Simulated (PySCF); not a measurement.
**Calculated NMR data**

- coordinates at the GFN2-xTB level
- shieldings: GIAO PBE0/pcSseg-1
- program: PySCF 2.14
- no solvent model, one conformer, rapidly exchanging positions averaged, relativity neglected

δ = σ(ref) − σ, references computed at the same level: $^{1}$H (σref 31.72) and $^{13}$C (σref 186.93) against TMS. Splittings of carbon signals by F and P are missing where no couplings were computed. Where no couplings were computed, multiplicities follow the n + 1 count of equivalent neighbours, and m marks all less simple cases (inequivalent or close neighbours, rings, F or P nearby). Shifts are as computed. Against solution values, carbons near 30 ppm lie about +3 ppm off and those near 130 ppm about +5 ppm. Of 1211 compounds with measured shifts, 218 miss one by over three times the rms of a fit or turn the order of signals round; such compounds aren't used in these exercises. OH and NH positions are gas-phase values without hydrogen bonding to other molecules.

Compound 1 (C₄H₁₂O₂Si₃). $^{1}$H NMR (400 MHz, computed): δ 9.88 (s, 1H), 7.13 (m, 1H), 7.03 (m, 1H), 5.79 (m, 1H), 5.22 (s, 3H), 4.16 (m, 1H), 3.80 (m, 1H), 0.46 (m, 3H). $^{13}$C{$^{1}$H} NMR (computed): δ 205.0 (CH), 162.8 (C), 153.7 (CH2), -10.8 (CH3). Structure: `C=C(C=O)[Si@H](O[SiH3])[SiH2]C`.

Compound 2 (C₆H₅F₃O₄). $^{1}$H NMR (400 MHz, computed): δ 4.69 (m, 1H), 4.41 (m, 1H), 1.64 (d, 3H). $^{13}$C{$^{1}$H} NMR (computed): δ 157.0, 156.0, 130.2, 82.1, 75.7, 18.4. Structure: `C[C@@H]1OC(=O)C(=O)O[C@H]1C(F)(F)F`.

Compound 3 (C₆H₈O). $^{1}$H NMR (400 MHz, computed): δ 5.84 (m, 1H), 5.83 (m, 1H), 4.42 (s, 2H), 2.18 (s, 3H), 0.14 (br s, 1H). $^{13}$C{$^{1}$H} NMR (computed): δ 141.7 (C), 124.2 (CH2), 98.6 (C), 84.2 (C), 70.9 (CH2), 5.6 (CH3). Structure: SMILES C=C(C#CC)CO.
